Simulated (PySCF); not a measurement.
Species: `C=C[Si]1(S[SiH2]C)CC1`. The columns A, B, C and D hold Mulliken, IAO, Hirshfeld and ESP-fitted charges (e) of one PBE0/pcSseg-1 density (PySCF), in a shuffled order. Coordinates in Å (GFN2-xTB); the density's dipole moment is (0.88, -0.35, 1.29) D.

```
atom       x       y       z       A       B       C       D
  C1  -1.160  -2.496   0.787  -0.130  -0.081  -0.174  -0.274
  C2  -1.734  -1.309   0.920  -0.477  -0.137  -0.432  -0.422
 Si3  -1.283   0.186  -0.103  +0.783  +0.318  +0.382  +0.842
  S4   0.311  -0.117  -1.514  -0.521  -0.168  -0.361  -0.425
 Si5   2.063   0.000  -0.261  +0.577  +0.328  +0.659  +0.716
  C6   3.535  -0.219  -1.424  -0.625  -0.208  -0.573  -0.716
  C7  -2.543   1.521  -0.518  -0.457  -0.168  -0.270  -0.522
  C8  -1.544   1.924   0.580  -0.466  -0.172  -0.513  -0.534
  H9  -0.384  -2.667   0.058  +0.133  +0.037  +0.129  +0.151
 H10  -1.441  -3.345   1.389  +0.121  +0.051  +0.130  +0.154
 H11  -2.517  -1.178   1.655  +0.131  +0.049  +0.241  +0.161
 H12   2.065   1.304   0.396  -0.054  -0.077  -0.149  -0.123
 H13   1.971  -1.069   0.731  -0.059  -0.080  -0.137  -0.127
 H14   3.599   0.602  -2.133  +0.151  +0.048  +0.155  +0.165
 H15   3.453  -1.138  -1.998  +0.151  +0.047  +0.151  +0.165
 H16   4.466  -0.253  -0.867  +0.146  +0.048  +0.144  +0.162
 H17  -3.569   1.411  -0.201  +0.146  +0.042  +0.127  +0.155
 H18  -2.468   2.066  -1.447  +0.154  +0.043  +0.125  +0.162
 H19  -1.964   2.066   1.565  +0.144  +0.040  +0.185  +0.154
 H20  -0.863   2.722   0.321  +0.153  +0.041  +0.179  +0.158
```

Q: Which column most likely holds the ESP-fitted charges?

A: C. Σ q r misses the density's dipole by 0.02 D (C), 0.61 D (D), 1.01 D (B), 1.11 D (A). Charges fitted to the outside potential are the only set here that is tied to the molecule's multipoles.

Q: And the Hirshfeld charges?

A: B. The mean sizes are 0.109 e (B), 0.261 e (C), 0.279 e (A), 0.314 e (D), and Hirshfeld charges are commonly the smallest of these schemes.

As computed, A = Mulliken, B = Hirshfeld, C = ESP-fitted, D = IAO. Hydrogens on carbon: Mulliken +0.12 to +0.15, Hirshfeld +0.04 to +0.05, ESP-fitted +0.12 to +0.24, IAO +0.15 to +0.16 e.

The IAO scheme projects the occupied orbitals on a minimal set of polarised atomic orbitals and counts the electrons in each atom's part of it. The Hirshfeld scheme divides the density at each point in proportion to the densities of the neutral, spherically averaged free atoms.

Geometry: GFN2-xTB, one conformer, isolated molecule.

Conformer computed: `[CH2:1]=[CH:2][Si:3]1([S:4][SiH2:5][CH3:6])[CH2:7][CH2:8]1`: C1–C2–Si3–S4 -2°, C2–Si3–S4–Si5 -79°, Si3–S4–Si5–C6 -179°.
